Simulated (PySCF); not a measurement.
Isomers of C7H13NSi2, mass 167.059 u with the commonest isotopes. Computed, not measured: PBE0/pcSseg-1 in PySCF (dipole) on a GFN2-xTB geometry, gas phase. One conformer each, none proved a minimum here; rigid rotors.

Question: Order these by radius of gyration √(Σ m r²/M), largest first.
A. `[SiH3:1][CH2:2][CH2:3][SiH2:4][c:5]1[cH:6][cH:7][n:8][cH:9][cH:10]1` with Si1–C2–C3–Si4 179°, C2–C3–Si4–C5 177°, C3–Si4–C5–C6 167°
B. `[SiH3:1][CH2:2][CH2:3][SiH2:4][c:5]1[cH:6][cH:7][cH:8][cH:9][n:10]1` with Si1–C2–C3–Si4 178°, C2–C3–Si4–C5 -173°, C3–Si4–C5–C6 -179°
C. `[CH:1]#[C:2][SiH2:3][Si@H:4]1[CH2:5][C@@H:6](/[CH:7]=[N:8]/[CH3:9])[CH2:10]1` with C2–Si3–Si4–C5 137°, C5–C6–C7–N8 57°, Si3–Si4–C5–C6 94°, Si4–C5–C6–C7 -93°, C5–C6–C10–Si4 -22°, Si3–Si4–C10–C6 -94°
D. `[N:1]#[C:2][CH2:3][CH2:4][C@@H:5]1[CH2:6][SiH2:7][CH:8]=[C:9]1[SiH3:10]` with C2–C3–C4–C5 179°, C3–C4–C5–C6 66°, C4–C5–C6–Si7 -108°, C5–C6–Si7–C8 -12°, C6–Si7–C8–C9 6°, C4–C5–C9–C8 112°
E. `[CH3:1][C:2]#[C:3][CH2:4][CH2:5][CH2:6][SiH2:7][SiH2:8][C:9]#[N:10]` with C3–C4–C5–C6 65°, C4–C5–C6–Si7 -167°, C5–C6–Si7–Si8 64°, C6–Si7–Si8–C9 42°

Answer: A (3.132 Å), B (3.071 Å), E (2.647 Å), D (2.534 Å), C (2.492 Å).

Question: Order these by rotational constant A, smallest first.
A. `[N:1]#[C:2][CH2:3][CH2:4][C@@H:5]1[CH2:6][SiH2:7][CH:8]=[C:9]1[SiH3:10]` with C2–C3–C4–C5 179°, C3–C4–C5–C6 66°, C4–C5–C6–Si7 -108°, C5–C6–Si7–C8 -12°, C6–Si7–C8–C9 6°, C4–C5–C9–C8 112°
B. `[SiH3:1][CH2:2][CH2:3][SiH2:4][c:5]1[cH:6][cH:7][cH:8][cH:9][n:10]1` with Si1–C2–C3–Si4 178°, C2–C3–Si4–C5 -173°, C3–Si4–C5–C6 -179°
C. `[CH:1]#[C:2][SiH2:3][Si@H:4]1[CH2:5][C@@H:6](/[CH:7]=[N:8]/[CH3:9])[CH2:10]1` with C2–Si3–Si4–C5 137°, C5–C6–C7–N8 57°, Si3–Si4–C5–C6 94°, Si4–C5–C6–C7 -93°, C5–C6–C10–Si4 -22°, Si3–Si4–C10–C6 -94°
D. `[SiH3:1][CH2:2][CH2:3][SiH2:4][c:5]1[cH:6][cH:7][n:8][cH:9][cH:10]1` with Si1–C2–C3–Si4 179°, C2–C3–Si4–C5 177°, C3–Si4–C5–C6 167°
E. `[CH3:1][C:2]#[C:3][CH2:4][CH2:5][CH2:6][SiH2:7][SiH2:8][C:9]#[N:10]` with C3–C4–C5–C6 65°, C4–C5–C6–Si7 -167°, C5–C6–Si7–Si8 64°, C6–Si7–Si8–C9 42°

Answer: E (1044 MHz), A (1082 MHz), C (1496 MHz), B (2810 MHz), D (2950 MHz).

Question: Order these by out-of-plane moment Σ m c² = (Ia + Ib − Ic)/2, smallest first.
A. `[CH3:1][C:2]#[C:3][CH2:4][CH2:5][CH2:6][SiH2:7][SiH2:8][C:9]#[N:10]` with C3–C4–C5–C6 65°, C4–C5–C6–Si7 -167°, C5–C6–Si7–Si8 64°, C6–Si7–Si8–C9 42°
B. `[N:1]#[C:2][CH2:3][CH2:4][C@@H:5]1[CH2:6][SiH2:7][CH:8]=[C:9]1[SiH3:10]` with C2–C3–C4–C5 179°, C3–C4–C5–C6 66°, C4–C5–C6–Si7 -108°, C5–C6–Si7–C8 -12°, C6–Si7–C8–C9 6°, C4–C5–C9–C8 112°
C. `[SiH3:1][CH2:2][CH2:3][SiH2:4][c:5]1[cH:6][cH:7][cH:8][cH:9][n:10]1` with Si1–C2–C3–Si4 178°, C2–C3–Si4–C5 -173°, C3–Si4–C5–C6 -179°
D. `[SiH3:1][CH2:2][CH2:3][SiH2:4][c:5]1[cH:6][cH:7][n:8][cH:9][cH:10]1` with Si1–C2–C3–Si4 179°, C2–C3–Si4–C5 177°, C3–Si4–C5–C6 167°
E. `[CH:1]#[C:2][SiH2:3][Si@H:4]1[CH2:5][C@@H:6](/[CH:7]=[N:8]/[CH3:9])[CH2:10]1` with C2–Si3–Si4–C5 137°, C5–C6–C7–N8 57°, Si3–Si4–C5–C6 94°, Si4–C5–C6–C7 -93°, C5–C6–C10–Si4 -22°, Si3–Si4–C10–C6 -94°

Answer: C (9.09 u·Å²), D (11.00 u·Å²), E (50.22 u·Å²), A (57.53 u·Å²), B (92.12 u·Å²).

```json
{"SMILES": "C#C[SiH2][Si@H]1C[C@@H](/C=N/C)C1", "point group": "near Cs", "Ia (u·Å²)": "337.91", "Ib (u·Å²)": "749.66", "Ic (u·Å²)": "987.14", "κ": "-0.67", "μa (D)": "2.77", "μb (D)": "0.51", "μc (D)": "0.05"}
{"SMILES": "[SiH3]CC[SiH2]c1ccccn1", "point group": "near Cs", "Ia (u·Å²)": "179.84", "Ib (u·Å²)": "1404.55", "Ic (u·Å²)": "1566.21", "κ": "-0.97", "μa (D)": "2.30", "μb (D)": "0.62", "μc (D)": "0.03"}
{"SMILES": "[SiH3]CC[SiH2]c1ccncc1", "point group": "C1", "Ia (u·Å²)": "171.31", "Ib (u·Å²)": "1478.76", "Ic (u·Å²)": "1628.07", "κ": "-0.98", "μa (D)": "1.93", "μb (D)": "0.84", "μc (D)": "0.07"}
{"SMILES": "N#CCC[C@@H]1C[SiH2]C=C1[SiH3]", "point group": "C1", "Ia (u·Å²)": "466.88", "Ib (u·Å²)": "697.66", "Ic (u·Å²)": "980.31", "κ": "-0.26", "μa (D)": "4.21", "μb (D)": "0.36", "μc (D)": "0.82"}
{"SMILES": "CC#CCCC[SiH2][SiH2]C#N", "point group": "C1", "Ia (u·Å²)": "484.31", "Ib (u·Å²)": "743.32", "Ic (u·Å²)": "1112.56", "κ": "-0.23", "μa (D)": "2.08", "μb (D)": "2.52", "μc (D)": "0.60"}
```
